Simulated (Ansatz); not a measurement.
Saddle point of BH₄SBr, singlet (BH₂Br ([BH2][Br]) + H₂S → BH₃S ([BH2][SH]) + HBr; bonds formed: Br2–H5; dative contacts that become bonds: B1–S6; bonds broken: B1–Br2, H5–S6), PBE0-D4/def2-TZVP structure:

| atom | x (Å) | y (Å) | z (Å) |
| --- | --- | --- | --- |
| B1 | -0.5952 | -0.5052 | 0.0001 |
| Br2 | 0.6294 | 0.1226 | -1.9064 |
| H3 | -0.5208 | -1.6890 | -0.0827 |
| H4 | -1.6113 | 0.0965 | -0.1278 |
| H5 | 1.1942 | 0.3430 | -0.4151 |
| S6 | 0.6654 | 0.1791 | 1.2537 |
| H7 | 0.2383 | 1.4529 | 1.2782 |

Energies are electronic, without zero-point energy. Barriers and step energies count from the start structure reached by relaxing down the imaginary mode; all methods use the PBE0-D4 structures, on which another method's saddle can fall below an end. Ansatz 0.2.0; basis: def2-TZVPP, with def2-QZVPP for the basis limit; cores frozen in the correlated methods. Filled d shells of the heavier atoms are correlated. The def2 sets are not built for correlating such inner shells, so the correlated values are less sure here. B3LYP uses VWN-RPA correlation. Extrapolation: Hartree–Fock as exp(−7.88 √X), correlation as X^−2.97.

| method | barrier (kcal/mol) | step energy (kcal/mol) |
| --- | --- | --- |
| SPW92 | 13.84 | 13.57 |
| PBE-D4 | 15.17 | 8.21 |
| BLYP-D4 | 16.01 | 3.68 |
| r2SCAN-D4 | 17.08 | 7.63 |
| B97M-V | 19.30 | 3.97 |
| PBE0-D4 | 18.54 | 8.56 |
| B3LYP-D4 | 18.80 | 4.39 |
| r2SCAN0-D4 | 19.59 | 8.14 |
| BHLYP-D4 | ? | 4.65 |
| CAM-B3LYP-D4 | 21.11 | 4.85 |
| wB97X-V | 22.06 | 6.66 |
| wB97M-V | ? | 6.51 |
| B2PLYP | 19.88 | 4.18 |
| PBE-QIDH | 20.86 | 8.45 |
| RPA on PBE | ? | 4.06 |
| HF | 28.83 | -1.45 |
| MP2 | 20.16 | 7.26 |
| CCSD | 22.81 | 4.48 |
| CCSD(T) | 20.93 | 5.28 |

(1) Fill in the withheld barriers. (An estimate is asked for; the value comes from the calculation.)

No T1 diagnostic of these runs exceeds 0.011.

Answers

(1) The calculation gives: wB97M-V 21.02; RPA on PBE 19.88; BHLYP-D4 22.84 kcal/mol. Each is the energy of the saddle less that of the start structure, by the same method.

For comparison, the barrier by CCSD(T) at an estimated basis limit (MP2 extrapolated from triple and quadruple zeta, plus CCSD(T) − MP2 in triple zeta) is 20.55 kcal/mol.

Labels in which every atom is bracketed show which atoms are joined, not bond orders.

For scale, one of the runs: CCSD(T)/def2-TZVPP, 177 basis functions (an equivalent command: `ansatz run in.yaml --threads 2`). The run took 31 s on 2 CPU threads (shared host), with 1.7 GiB of host memory at its peak.
